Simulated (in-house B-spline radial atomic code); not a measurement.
Kr⁸⁺. Computed with a B-spline radial atomic code. Model: all-electron spherical atom, spin shells full or empty, radial basis limit, no spin-orbit coupling, Breit or QED, empty-state partial waves extrapolated as (l+1/2)^-4, RPA, G0W0 and static COHSEX of the highest shell as one setting changes (uncorrelated shells keep exact exchange).

Given: element Kr; charge 8; filled core Ar; hamiltonian one-electron scalar X2C; mean-field start Hartree-Fock; highest l of empty states 9; nuclear rms radius 4.1884 fm; highest mean-field shell 3d.

Shell: 3d 5 5 (electrons up and down).

| natural log step of frequency grid | RPA correlation energy (hartree) | G0W0 level (eV) | G0W0 minus most complete (meV) | RPA minus most complete (millihartree) | linearised minus solved G0W0 (meV) |
| --- | --- | --- | --- | --- | --- |
| 0.25 | -2.0057 | -234.32 | 0 | 0 | -0.1 |
| 0.4 | -2.0057 | -234.32 | 0.1 | 0 | -0.1 |
| 0.6 | -2.0057 | -234.32 | 0.1 | 0 | -0.1 |
| 0.9 | -2.0057 | -234.32 | -0.1 | 0 | -0.1 |
| 1.3 | ? | ? | ? | ? | ? |
| 1.8 | -2.0155 | -234.34 | -27 | -9.8 | -0.1 |
| 2.5 | ? | ? | ? | ? | ? |
| 3.5 | -2.1308 | -234.94 | -623.3 | -125.1 | 0 |

(1) What follows for natural log step of frequency grid = 1.3?

(2) What follows for natural log step of frequency grid = 2.5?

Answers

(1) RPA correlation energy -2.006 hartree; G0W0 level -234.32 eV; G0W0 minus most complete -0.1 meV; RPA minus most complete -0.3 millihartree; linearised minus solved G0W0 -0.1 meV.

(2) RPA correlation energy -2.0181 hartree; G0W0 level -234.37 eV; G0W0 minus most complete -49.2 meV; RPA minus most complete -12.4 millihartree; linearised minus solved G0W0 -0.1 meV.
